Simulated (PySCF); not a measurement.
C5H18OSSi3.
SMILES with atom numbers: `[CH3:1][CH2:2][Si@@H:3]([O:4][Si:5]([CH3:6])([CH3:7])[CH3:8])[S:9][SiH3:10]` (hydrogens: H11, H12, H13 on C1; H14, H15 on C2; H16 on Si3; H17, H18, H19 on C6; H20, H21, H22 on C7; H23, H24, H25 on C8; H26, H27, H28 on Si10)

Computed with PySCF 2.14.0, PBE0-D3(BJ)/def2-SVP geometry optimisation, gas phase.

(1) Give the optimised bond lengths and angles.

Answers

(1) 
```csv
bond,length (pm),order
C1–C2,152.4,single
C2–Si3,186.8,single
Si3–O4,164.8,single
O4–Si5,168.4,single
"Si5–C6, Si5–C7, Si5–C8",187.1,single
Si3–S9,216.5,single
S9–Si10,214.7,single
"C1–H11, C1–H12, C1–H13",110.1,single
C2–H14,110.3,single
C2–H15,110.5,single
Si3–H16,149.4,single
C6–H17 and 8 like bonds,110.1,single
"Si10–H26, Si10–H27, Si10–H28",149.2,single
```

Bonds in one row agree within 1 pm and their mean is given. Orders are formal, as drawn. A selection of angles:
```csv
angle,degrees
C2–C1–H11,111.1
H11–C1–H12,107.8
C1–C2–Si3,114.6
C1–C2–H14,111.2
C1–C2–H15,111.2
Si3–C2–H14,107.2
Si3–C2–H15,106.3
H14–C2–H15,105.7
C2–Si3–O4,108.2
C2–Si3–S9,111.2
C2–Si3–H16,111.7
O4–Si3–S9,110.2
O4–Si3–H16,111.9
S9–Si3–H16,103.6
Si3–O4–Si5,143.8
O4–Si5–C6,106.7
O4–Si5–C8,108.7
C6–Si5–C7,110.8
Si5–C6–H17,111.1
H17–C6–H18,108.1
Si3–S9–Si10,98.7
S9–Si10–H26,111.5
S9–Si10–H28,106.6
H26–Si10–H27,108.8
```

Dihedral angles: C1–C2–Si3–O4 -175° (antiperiplanar); C2–Si3–O4–Si5 -170° (antiperiplanar); Si3–O4–Si5–C6 -147° (anticlinal); C2–Si3–S9–Si10 -75° (synclinal).

All 4 C–Si bonds measure 1.868 to 1.872 Å. Si5 (oxygen-bound silicon) is tetrahedral (angles from 106.7° to 112.0°). The 2 O–Si bonds span 1.648 Å (Si3–O4, drawn single) to 1.684 Å (O4–Si5, drawn single), a spread of 0.036 Å. O4 (siloxane oxygen) is bent (angle 143.8°). Si3 (oxygen-bound silicon) is distorted tetrahedral (angles from 103.6° to 111.9°). Si10 (SiH3 silicon) is tetrahedral (angles from 106.6° to 111.6°). Of the pairs four or more bonds apart, Si5···Si10 is among the closest relative to their van der Waals radii: 4.24 Å, 101 % of the sum of Bondi's values.

Point group: C1 (no symmetry element, even within 0.4 Å). No frequency check. One conformer, not necessarily the lowest.
